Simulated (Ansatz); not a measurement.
Gas-phase electronic energies from Ansatz, PBE0-D4/def2-TZVP geometries. CBS: MP2 limit from def2 TZ/QZ plus the TZ coupled-cluster correction, frozen cores. This one scheme is used for every species. DFT in def2-TZVPP. B3LYP here is the variant with VWN-RPA as its local correlation; programs differ in this. Each species was taken in one conformer, which may not be the lowest.

Reaction (cleavage of the Si–Al bond): `CN[SiH2][AlH2]` + CH₃OH → `CN[SiH2]OC` + `[AlH3]`

Task: Is it downhill or uphill in electronic energy at CCSD(T)/CBS, and by how much? (An estimate is asked.)

Result: Ansatz gave: Downhill: ΔE = -121.1 kJ/mol.

Task: What do these levels give: r2SCAN-D4, PBE0-D4, ωB97X-V, ωB97M-V, B2PLYP, PBE0, B3LYP, HF/def2-TZVPP, MP2/def2-QZVPP, SCS-MP2/def2-QZVPP, MP2/CBS(def2), CCSD/CBS(def2)? (An estimate is asked.)

Result: Computed: r2SCAN-D4 -117.0, PBE0-D4 -104.3, ωB97X-V -122.0, ωB97M-V -128.9, B2PLYP -125.9, PBE0 -102.5, B3LYP -119.3, HF/def2-TZVPP -138.5, MP2/def2-QZVPP -131.8, SCS-MP2/def2-QZVPP -132.7, MP2/CBS(def2) -131.0, CCSD/CBS(def2) -122.8 kJ/mol.

Largest T1 diagnostic among the species: 0.011.

The D4 term adds −3.2 kJ/mol with B3LYP and −1.8 kJ/mol with PBE0; it sums over pairs of atoms, weighted by their polarisabilities, and B3LYP, whose exchange is more repulsive, gets the larger term. From PBE to PBE0 (25 % exact exchange), in def2-TZVPP and without D4, ΔE moves by −7.1 kJ/mol.
